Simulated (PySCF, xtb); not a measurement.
Si(H)2(Me)(OMe) (C2H8OSi), SMILES CO[SiH2]C.

GFN2-xTB in xtb 6.7.1 at its own geometry gives an orbital gap of 6.55 eV and a dipole moment of 0.96 D.

Coordinates come from a PBE0-D3(BJ)/def2-SVP optimisation. One conformer was computed; it need not be the lowest.

**Question.** What does ωB97X/def2-TZVP run with PySCF give? (An estimate is asked for; the answer gives what the named calculation found.)

**Answer.** gap 13.07 eV (levels -10.40 and 2.67 eV), dipole 0.29 D.
